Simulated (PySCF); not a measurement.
A calculation to check before its numbers are used.

A core-ionisation job on C2H6O2Si2, SMILES `C#C[Si@@H](O)O[SiH3]`. The calculation used delta-SCF UKS SCAN, pcX-1 on the ionised atom, pcseg-1 elsewhere, spin-free X2C in PySCF 2.14.0.

Driver input (Å, PBE0-D3(BJ)/def2-SVP geometry):

```
{"job": {"kind": "xps", "basis": "pcX-1"}, "charge": 0, "multiplicity": 1}
C      2.0458     1.2335    -1.4710
C      1.3464     0.3179    -1.0785
Si     0.3004    -1.0708    -0.4836
O      1.2455    -2.2422     0.1872
O     -0.7519    -0.4599     0.6238
Si    -1.8392     0.6867     1.1206
H      2.6601     2.0433    -1.8238
H     -0.4300    -1.7110    -1.5978
H      1.9283    -1.9582     0.8020
H     -1.2557     2.0533     0.9737
H     -3.0875     0.5964     0.3060
H     -2.1636     0.4351     2.5530
```

Output:

```
ground state, core basis on atom 0 (C), 132 functions
  cycle   1  E = -810.17727087  |g| = 9.93e-01
  cycle   2  E = -809.67886241  |g| = 1.85e+00
  cycle   3  E = -810.35241619  |g| = 2.64e-01
  cycle   4  E = -810.36645712  |g| = 1.43e-01
  cycle   5  E = -810.37025432  |g| = 7.63e-02
  cycle   6  E = -810.37175770  |g| = 1.40e-02
  cycle   7  E = -810.37179710  |g| = 6.09e-03
  cycle   8  E = -810.37180219  |g| = 9.64e-04
  cycle   9  E = -810.37180276  |g| = 1.40e-04
  E(ground) = -810.44667223 Eh
hole in C 1s of atom 0
  cycle   1  E = -799.11094867  |g| = 1.50e+00
  cycle   2  E = -794.47935660  |g| = 2.54e+00
  cycle   3  E = -799.13442235  |g| = 9.45e-01
  cycle   4  E = -799.37619273  |g| = 7.83e-01
  cycle   5  E = -799.64996834  |g| = 2.65e-01
  cycle   6  E = -799.67311113  |g| = 1.44e-01
  cycle   7  E = -799.68204849  |g| = 3.71e-02
  cycle   8  E = -799.68277548  |g| = 2.16e-02
  cycle   9  E = -799.68312692  |g| = 9.57e-03
  cycle  10  E = -799.68334813  |g| = 5.67e-03
  cycle  11  E = -799.68343317  |g| = 2.58e-03
  cycle  12  E = -799.68344588  |g| = 7.95e-04
  cycle  13  E = -799.68344654  |g| = 2.08e-04
  E(ion) = -799.75692349 Eh   <S^2> = 0.8546   hole on atom = 1.000   binding energy = 290.883 eV
ground state, core basis on atom 1 (C), 132 functions
  cycle   1  E = -810.36932889  |g| = 6.65e-02
  cycle   2  E = -810.36102997  |g| = 1.87e-01
  cycle   3  E = -810.37035174  |g| = 9.74e-03
  cycle   4  E = -810.37037297  |g| = 4.14e-03
  cycle   5  E = -810.37037727  |g| = 1.78e-03
  cycle   6  E = -810.37037852  |g| = 3.43e-04
  E(ground) = -810.44526852 Eh
hole in C 1s of atom 1
  cycle   1  E = -799.12813914  |g| = 1.50e+00
  cycle   2  E = -793.66610401  |g| = 2.61e+00
  cycle   3  E = -798.63775354  |g| = 1.13e+00
  cycle   4  E = -799.61092601  |g| = 4.09e-01
  cycle   5  E = -799.62088935  |g| = 3.91e-01
  cycle   6  E = -799.69284314  |g| = 5.98e-02
  cycle   7  E = -799.69484574  |g| = 2.85e-02
  cycle   8  E = -799.69533644  |g| = 1.25e-02
  cycle   9  E = -799.69565449  |g| = 7.56e-03
  cycle  10  E = -799.69582328  |g| = 6.37e-03
  cycle  11  E = -799.69585968  |g| = 3.51e-03
  cycle  12  E = -799.69587340  |g| = 9.89e-04
  cycle  13  E = -799.69587557  |g| = 2.56e-04
  E(ion) = -799.76921945 Eh   <S^2> = 0.8581   hole on atom = 1.000   binding energy = 290.510 eV
ground state, core basis on atom 2 (Si), 144 functions
  cycle   1  E = -810.47161147  |g| = 1.87e-01
  cycle   2  E = -810.46855954  |g| = 1.19e-01
  cycle   3  E = -810.46198042  |g| = 1.92e-01
  cycle   4  E = -810.47218029  |g| = 1.34e-02
  cycle   5  E = -810.47221341  |g| = 4.24e-03
  cycle   6  E = -810.47221688  |g| = 8.80e-04
  cycle   7  E = -810.47221678  |g| = 3.17e-04
  E(ground) = -810.50445765 Eh
hole in Si 1s of atom 2
  cycle   1  E = -741.48987304  |g| = 4.35e+00
  cycle   2  E = -741.32239693  |g| = 2.22e+00
  cycle   3  E = -741.45576733  |g| = 1.36e+00
  cycle   4  E = -742.26847162  |g| = 6.89e-01
  cycle   5  E = -742.50162829  |g| = 2.27e-01
  cycle   6  E = -742.52729471  |g| = 6.75e-02
  cycle   7  E = -742.52874918  |g| = 3.37e-02
  cycle   8  E = -742.52921210  |g| = 7.90e-03
  cycle   9  E = -742.52924931  |g| = 1.75e-03
  cycle  10  E = -742.52925166  |g| = 8.73e-04
  cycle  11  E = -742.52925174  |g| = 4.49e-04
  E(ion) = -742.57061297 Eh   <S^2> = 0.7519   hole on atom = 1.000   binding energy = 1848.574 eV
hole in Si 2p of atom 2
  cycle   1  E = -806.15422499  |g| = 1.23e+00
  cycle   2  E = -805.80082338  |g| = 1.25e+00
  cycle   3  E = -806.14747096  |g| = 7.56e-01
  cycle   4  E = -806.43921864  |g| = 2.34e-01
  cycle   5  E = -806.46443350  |g| = 8.07e-02
  cycle   6  E = -806.46729596  |g| = 2.94e-02
  cycle   7  E = -806.46765051  |g| = 1.08e-02
  cycle   8  E = -806.46769766  |g| = 3.10e-03
  cycle   9  E = -806.46770387  |g| = 7.24e-04
  cycle  10  E = -806.46770346  |g| = 5.01e-04
  cycle  11  E = -806.46770352  |g| = 1.30e-04
  E(ion) = -806.51113774 Eh   <S^2> = 0.7514   hole on atom = 1.003   binding energy = 108.664 eV
  2p3/2 = 108.492 eV   2p1/2 = 109.115 eV
ground state, core basis on atom 3 (O), 132 functions
  cycle   1  E = -810.37157996  |g| = 3.49e-02
  cycle   2  E = -810.37116984  |g| = 4.66e-02
  cycle   3  E = -810.37154449  |g| = 2.90e-02
  cycle   4  E = -810.37176408  |g| = 6.25e-03
  cycle   5  E = -810.37177189  |g| = 2.75e-03
  cycle   6  E = -810.37177551  |g| = 3.22e-04
  E(ground) = -810.44307347 Eh
hole in O 1s of atom 3
  cycle   1  E = -789.76676010  |g| = 2.21e+00
  cycle   2  E = -787.47117695  |g| = 2.51e+00
  cycle   3  E = -790.27400151  |g| = 7.37e-01
  cycle   4  E = -790.36459719  |g| = 5.97e-01
  cycle   5  E = -790.51168094  |g| = 3.18e-01
  cycle   6  E = -790.56413557  |g| = 1.03e-01
  cycle   7  E = -790.56818243  |g| = 3.57e-02
  cycle   8  E = -790.56870915  |g| = 5.83e-03
  cycle   9  E = -790.56872501  |g| = 2.30e-03
  cycle  10  E = -790.56872874  |g| = 8.13e-04
  cycle  11  E = -790.56872942  |g| = 2.13e-04
  E(ion) = -790.64133967 Eh   <S^2> = 0.7608   hole on atom = 1.000   binding energy = 538.833 eV
ground state, core basis on atom 4 (O), 132 functions
  cycle   1  E = -810.37344361  |g| = 4.01e-02
  cycle   2  E = -810.37278124  |g| = 6.98e-02
  cycle   3  E = -810.37365252  |g| = 6.66e-03
  cycle   4  E = -810.37364085  |g| = 8.44e-03
  cycle   5  E = -810.37365997  |g| = 1.10e-03
  cycle   6  E = -810.37366139  |g| = 2.07e-04
  E(ground) = -810.44472431 Eh
hole in O 1s of atom 4
  cycle   1  E = -789.77383978  |g| = 2.23e+00
  cycle   2  E = -789.22019231  |g| = 2.21e+00
  cycle   3  E = -790.45284455  |g| = 5.71e-01
  cycle   4  E = -790.36851488  |g| = 6.27e-01
  cycle   5  E = -790.59077279  |g| = 1.14e-01
  cycle   6  E = -790.59632340  |g| = 5.70e-02
  cycle   7  E = -790.59754045  |g| = 1.44e-02
  cycle   8  E = -790.59764126  |g| = 4.26e-03
  cycle   9  E = -790.59765130  |g| = 7.66e-04
  cycle  10  E = -790.59765079  |g| = 2.48e-04
  E(ion) = -790.66895424 Eh   <S^2> = 0.7611   hole on atom = 1.000   binding energy = 538.126 eV
ground state, core basis on atom 5 (Si), 144 functions
  cycle   1  E = -810.46823722  |g| = 1.87e-01
  cycle   2  E = -810.46772580  |g| = 7.54e-02
  cycle   3  E = -810.46693631  |g| = 9.35e-02
  cycle   4  E = -810.46857425  |g| = 1.38e-02
  cycle   5  E = -810.46858290  |g| = 1.03e-02
  cycle   6  E = -810.46861001  |g| = 8.07e-04
  cycle   7  E = -810.46860947  |g| = 2.61e-04
  E(ground) = -810.50122793 Eh
hole in Si 1s of atom 5
  cycle   1  E = -741.51297240  |g| = 4.34e+00
  cycle   2  E = -740.22786802  |g| = 2.34e+00
  cycle   3  E = -734.06110698  |g| = 2.85e+00
  cycle   4  E = -742.37758525  |g| = 5.96e-01
  cycle   5  E = -742.45825284  |g| = 4.97e-01
  cycle   6  E = -742.55087867  |g| = 1.12e-01
  cycle   7  E = -742.55758386  |g| = 3.88e-02
  cycle   8  E = -742.55766399  |g| = 3.80e-02
  cycle   9  E = -742.55829355  |g| = 1.38e-02
  cycle  10  E = -742.55839469  |g| = 5.07e-03
  cycle  11  E = -742.55840389  |g| = 1.32e-03
  cycle  12  E = -742.55840477  |g| = 2.01e-04
  E(ion) = -742.59961112 Eh   <S^2> = 0.7521   hole on atom = 1.000   binding energy = 1847.697 eV
hole in Si 2p of atom 5
  cycle   1  E = -806.17128321  |g| = 1.22e+00
  cycle   2  E = -804.67642559  |g| = 1.45e+00
  cycle   3  E = -806.04393449  |g| = 8.35e-01
  cycle   4  E = -806.43348146  |g| = 2.79e-01
  cycle   5  E = -806.45711974  |g| = 2.34e-01
  cycle   6  E = -806.47823193  |g| = 9.91e-02
  cycle   7  E = -806.48258695  |g| = 3.95e-02
  cycle   8  E = -806.48343821  |g| = 7.62e-03
  cycle   9  E = -806.48347255  |g| = 2.44e-03
  cycle  10  E = -806.48347564  |g| = 1.04e-03
  cycle  11  E = -806.48347649  |g| = 2.99e-04
  E(ion) = -806.52721635 Eh   <S^2> = 0.7512   hole on atom = 1.002   binding energy = 108.138 eV
  2p3/2 = 107.877 eV   2p1/2 = 108.501 eV
```

The program numbers atoms from 0. E(ground) and E(ion) are re-evaluated on a finer grid than the cycles, so they differ from the last cycles; that is no fault. The 2p3/2 and 2p1/2 values come from a spin–orbit splitting computed afterwards; their 2:1 mean is the average over the three 2p orbitals and can differ from the one hole solved.

Q: Do all binding energies of this run deserve the same trust?

A: No. Every hole passed the driver's convergence checks (|g| < 5e-4, core orbital emptied to over 0.9), but ⟨S²⟩ is 0.858 for C1s on atom 1 and 0.855 for C1s on atom 0, against 0.75 for a pure doublet, so the unrestricted ion state holds higher spin components.

Q: What would you do next?

A: Recompute such holes with a restricted open-shell or spin-projected scheme and compare; until then these binding energies are doubtful.

Time: 45 s; peak memory 0.61 GiB. Hardware: one thread of an Arm Neoverse V2, no GPU, on a shared host.
